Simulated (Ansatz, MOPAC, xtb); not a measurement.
Spectroscopic constants of RuI, multiplicity 4 (lowest of 2S+1 = 2, 4, 6 at PBE0/def2-TZVPP; our sources give no spin for the ground state, which may be another). No spin–orbit coupling.

Seven points along R, fitted to fifth degree in 1/R; most abundant isotopes. Runs in def2 and cc sets follow the lowest solution found near the PBE0 minimum.

Programs: Ansatz (Gaussian basis) for Hartree–Fock, density functionals and correlated methods; MOPAC for PM7 (differences of heats of formation); xtb for the GFN methods. Values without a source in brackets are computed. In def2 rows elements past Kr take small-core potentials, without spin–orbit coupling. The GFN methods have no spin term and hold the electronic entropy of 300 K.

```tsv
level	r_e (Å)	ω_e (cm⁻¹)	ω_e x_e (cm⁻¹)	B_e (cm⁻¹)	dipole (D)
PM7	2.536	257	0.33	0.0464	-
GFN1-xTB	2.518	290	1.00	0.0470	-
GFN2-xTB	2.463	285	0.95	0.0491	-
PBE/def2-TZVPP	2.492	223	0.58	0.0480	3.02
r2SCAN/def2-TZVPP	2.498	223	0.53	0.0478	3.67
B97M-V/def2-TZVPP	2.541	208	0.53	0.0462	3.98
B3LYP/def2-TZVPP	2.543	208	0.51	0.0461	4.01
PBE0/def2-TZVPP	2.563	214	0.49	0.0454	4.71
BHLYP/def2-TZVPP	2.618	202	0.44	0.0435	5.63
CAM-B3LYP/def2-TZVPP	2.540	211	0.46	0.0462	4.67
wB97M-V/def2-TZVPP	2.544	212	0.44	0.0461	4.96
B2PLYP/def2-TZVPP	2.575	210	0.48	0.0450	-
```

Correlated levels freeze the inner cores; with def2 sets outer-core shells near the valence are correlated too. The state reached by PM7 isn't checked; PM7 holds dispersion and hydrogen-bond terms.

Ansatz is a quantum-chemistry and plane-wave program.
